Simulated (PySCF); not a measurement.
# Static response to an electric field

Compound: SnF2.
Cartesian coordinates in Å at the PBE0-D3(BJ)/def2-SVP level; atoms count from 1:
```
atom  x, y, z in Å
Sn1    0.0052   -0.0069   -0.8743
F2     1.4402   -0.0103    0.4458
F3    -1.4454    0.0173    0.4285
```

Level: CAM-B3LYP/def2-SVPD (PySCF), static field, nuclei fixed, core orbitals frozen in the response. The polarisability tensor in these axes (au):

```
x   39.67 -0.06  0.02
y   -0.06 33.03  0.03
z    0.02  0.03 36.96
```

What are the eigenvalues, a third of the trace, and Δα (Δα² = ½Σ(αi − αj)² over the three pairs)?

Principal values 33.03, 36.96 and 39.67 au; mean 36.55 au = 5.42 Å³ = 6.03 × 10⁻⁴⁰ C²·m²/J; Δα = 5.78 au (16 % of the mean).

What is the dipole moment, and where does it point?

(0.03, -0.03, -4.12) D, 4.12 D in size, pointing from the negative to the positive side. Measured along this direction, the outermost atoms are F3 and F2 at the negative end and Sn1 at the positive end.

What would n − 1 = 2πNα be for an ideal gas of these molecules at 298.15 K and 1 atm, electronic part alone?

N = p/kT = 2.4615 × 10¹⁹ cm⁻³, so n − 1 = 2π × N × 5.42 × 10⁻²⁴ cm³ = 838 × 10⁻⁶ at long wavelengths, for an ideal gas.

What molar refraction does this α imply?

Lorentz–Lorenz: R = (4π/3)N_A α = 2.5225 cm³/(mol·Å³) × 5.42 Å³ = 13.7 cm³/mol, in the limit of long wavelengths.

Give the principal axes and the span of the nuclei along them.

Largest value along (1.00, -0.01, 0.01), where the nuclei span 2.89 Å; middle along (-0.01, 0.01, 1.00), 1.31 Å; least along (0.01, 1.00, -0.01), 0.00 Å. The response follows the extents in order.

What depolarisation ratio follows for Rayleigh scattering of linearly polarised light, taking the static tensor?

ρ = 3Δα²/(45ᾱ² + 4Δα²) = 100.3/(60129 + 133.8) = 0.00166.

In a dilute gas of rigid molecules at 350 K, how does the orientational term μ²/3kT compare with the electronic polarisability?

In Gaussian units μ²/3kT = 117.37 Å³ against 5.42 Å³, a ratio of 21.67; the Debye molar polarisation (4π/3)N_A(α + μ²/3kT) is 309.7 cm³/mol, leaving out the vibrational part.

Isolated species at its PBE0-D3(BJ)/def2-SVP geometry, gas phase. Atoms past krypton carry effective core potentials; spin–orbit coupling is left out.
